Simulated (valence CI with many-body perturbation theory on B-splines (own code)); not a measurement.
## Kr¹³⁺: M1 decay

Level of theory: relativistic CI+MBPT: five valence electrons over a frozen Dirac-Fock core [Ar], radial functions for each j: 7 s, 7 p, 8 d, 6 f, 4 g, 1 h, with the one-electron correlation potential Σ1 (screened to all orders), the two-electron term Σ2, the three-electron term Σ3, Breit, model QED; selected single and double excitations, second order for the rest (own B-spline code, finite nucleus).

No measured spectrum was set against this ion. As an estimate, terms of the open shell hold to 2 to 4 % of their energy, and close levels can change places. Core correlation moves these levels by up to 9000 cm⁻¹, and in measured spectra 5 to 20 % of such shifts remained as error; rates that hang on mixing are uncertain with them. Only levels of the ground parity were solved; by the run's estimate the other parity begins above the list, which can be wrong where configurations are misplaced.

Lines 51 to 100 of 120 in falling wavelength, among levels below 268170 cm⁻¹, chosen from the decays that carry over 1 % of a level's rate. Wavelengths and rates use the calculated energies, so an error of 2000 cm⁻¹ moves a line at 3555 Å by 7.1 % and its rate by three times that or more. Weak lines are less certain than strong ones. Lines between different terms over intervals too small for the method are left out, as are lines whose strength nearly cancels. Branching is blank where the lifetime is uncertain.

Names give the largest LS component (configuration and term), which can be under half, so a name can repeat, a term be missing and a line seem to break the LS rules; names also repeat where a configuration has a term twice. Letters in brackets count levels of one name in rising energy.

| λ vac (Å) | Upper | Lower | Type | A (s⁻¹) | Branch % |
| --- | --- | --- | --- | --- | --- |
| 3555 | 3d⁵ ²F_5/2 [b] | 3d⁵ ²D_3/2 [a] | M1 | 1.07e+01 | 8.8 |
| 3427 | 3d⁵ ⁴F_5/2 | 3d⁵ ⁴D_3/2 | M1 | 1.64e+00 | 2.3 |
| 3420 | 3d⁵ ²F_7/2 [a] | 3d⁵ ⁴D_7/2 | M1 | 6.70e-01 | 1.1 |
| 3352 | 3d⁵ ⁴F_5/2 | 3d⁵ ⁴D_5/2 | M1 | 2.04e+01 | 28.4 |
| 3305 | 3d⁵ ²H_11/2 | 3d⁵ ²I_11/2 | M1 | 7.34e+01 |  |
| 3219 | 3d⁵ ⁴F_9/2 | 3d⁵ ⁴D_7/2 | M1 | 1.90e+01 | 31.3 |
| 3170 | 3d⁵ ²I_11/2 | 3d⁵ ⁴G_9/2 | M1 | 4.77e+00 | 22.3 |
| 3152 | 3d⁵ ²F_5/2 [b] | 3d⁵ ²D_5/2 [a] | M1 | 1.21e+01 | 10.0 |
| 3109 | 3d⁵ ²D_5/2 [a] | 3d⁵ ⁴P_3/2 | M1 | 1.88e+01 | 5.5 |
| 3081 | 3d⁵ ²I_11/2 | 3d⁵ ⁴G_11/2 | M1 | 1.67e+01 | 77.7 |
| 3061 | 3d⁵ ⁴F_7/2 | 3d⁵ ⁴D_5/2 | M1 | 2.47e+00 | 1.0 |
| 3028 | 3d⁵ ²D_3/2 [a] | 3d⁵ ⁴P_1/2 | M1 | 1.67e+01 | 12.6 |
| 2938 | 3d⁵ ⁴F_3/2 | 3d⁵ ⁴D_3/2 | M1 | 4.79e+01 | 37.5 |
| 2912 | 3d⁵ ²D_5/2 [a] | 3d⁵ ⁴P_5/2 | M1 | 2.00e+02 | 58.2 |
| 2882 | 3d⁵ ⁴F_3/2 | 3d⁵ ⁴D_5/2 | M1 | 1.54e+01 | 12.0 |
| 2875 | 3d⁵ ²I_13/2 | 3d⁵ ⁴G_11/2 | M1 | 8.88e-01 | 86.3 |
| 2825 | 3d⁵ ²G_9/2 [a] | 3d⁵ ²I_11/2 | M1 | 2.17e+01 | 24.6 |
| 2796 | 3d⁵ ²D_3/2 [a] | 3d⁵ ⁴P_3/2 | M1 | 6.72e+01 | 51.0 |
| 2796 | 3d⁵ ⁴F_3/2 | 3d⁵ ⁴D_1/2 | M1 | 2.71e+01 | 21.2 |
| 2667 | 3d⁵ ⁴F_7/2 | 3d⁵ ⁴D_7/2 | M1 | 6.91e+01 | 28.6 |
| 2636 | 3d⁵ ²D_3/2 [a] | 3d⁵ ⁴P_5/2 | M1 | 8.57e+00 | 6.5 |
| 2604 | 3d⁵ ²D_5/2 [a] | 3d⁵ ⁴G_7/2 | M1 | 6.46e+01 | 18.8 |
| 2502 | 3d⁵ ²D_5/2 [a] | 3d⁵ ⁴G_5/2 | M1 | 2.85e+01 | 8.3 |
| 2497 | 3d⁵ ²H_9/2 | 3d⁵ ⁴D_7/2 | M1 | 1.05e+01 | 6.9 |
| 2453 | 3d⁵ ²F_7/2 [a] | 3d⁵ ⁴P_5/2 | M1 | 9.86e-01 | 1.6 |
| 2446 | 3d⁵ ²G_7/2 [a] | 3d⁵ ⁴D_5/2 | M1 | 3.28e+00 | 10.0 |
| 2412 | 3d⁵ ²F_5/2 [a] | 3d⁵ ⁴D_3/2 | M1 | 2.04e+01 | 6.5 |
| 2374 | 3d⁵ ²F_5/2 [a] | 3d⁵ ⁴D_5/2 | M1 | 3.61e+01 | 11.5 |
| 2296 | 3d⁵ ²D_3/2 [a] | 3d⁵ ⁴G_5/2 | M1 | 3.60e+01 | 27.4 |
| 2263 | 3d⁵ ²F_7/2 [a] | 3d⁵ ⁴G_9/2 | M1 | 5.25e+01 | 84.2 |
| 2187 | 3d⁵ ²G_7/2 [a] | 3d⁵ ⁴D_7/2 | M1 | 1.31e+00 | 4.0 |
| 2173 | 3d⁵ ⁴F_9/2 | 3d⁵ ⁴G_9/2 | M1 | 3.20e+00 | 5.3 |
| 2165 | 3d⁵ ⁴F_5/2 | 3d⁵ ⁴P_5/2 | M1 | 4.80e+00 | 6.7 |
| 2155 | 3d⁵ ²F_7/2 [a] | 3d⁵ ⁴G_5/2 | M1 | 1.81e+00 | 2.9 |
| 2143 | 3d⁵ ⁴F_9/2 | 3d⁵ ⁴G_7/2 | M1 | 1.03e+01 | 16.9 |
| 2131 | 3d⁵ ⁴F_9/2 | 3d⁵ ⁴G_11/2 | M1 | 2.73e+01 | 44.8 |
| 1990 | 3d⁵ ⁴F_5/2 | 3d⁵ ⁴G_7/2 | M1 | 3.21e+01 | 44.6 |
| 1959 | 3d⁵ ⁴F_3/2 | 3d⁵ ⁴P_5/2 | M1 | 3.41e+00 | 2.7 |
| 1923 | 3d⁵ ²G_9/2 [a] | 3d⁵ ⁴D_7/2 | M1 | 1.51e+01 | 17.1 |
| 1907 | 3d⁵ ⁴F_7/2 | 3d⁵ ⁴G_9/2 | M1 | 9.74e+01 | 40.4 |
| 1883 | 3d⁵ ⁴F_7/2 | 3d⁵ ⁴G_7/2 | M1 | 4.34e+01 | 18.0 |
| 1834 | 3d⁵ ²F_5/2 [b] | 3d⁵ ⁴D_7/2 | M1 | 3.33e+01 | 27.4 |
| 1830 | 3d⁵ ⁴F_7/2 | 3d⁵ ⁴G_5/2 | M1 | 3.10e+00 | 1.3 |
| 1818 | 3d⁵ ²H_9/2 | 3d⁵ ⁴G_9/2 | M1 | 6.92e+01 | 45.4 |
| 1797 | 3d⁵ ²H_9/2 | 3d⁵ ⁴G_7/2 | M1 | 3.18e+01 | 20.9 |
| 1789 | 3d⁵ ²H_9/2 | 3d⁵ ⁴G_11/2 | M1 | 1.99e+01 | 13.1 |
| 1764 | 3d⁵ ⁴F_3/2 | 3d⁵ ⁴G_5/2 | M1 | 1.82e+01 | 14.2 |
| 1747 | 3d⁵ ²G_7/2 [a] | 3d⁵ ⁴P_5/2 | M1 | 5.80e-01 | 1.8 |
| 1710 | 3d⁵ ²F_5/2 [a] | 3d⁵ ⁴P_5/2 | M1 | 3.47e+00 | 1.1 |
| 1648 | 3d⁵ ²G_7/2 [a] | 3d⁵ ⁴G_9/2 | M1 | 3.35e+00 | 10.2 |
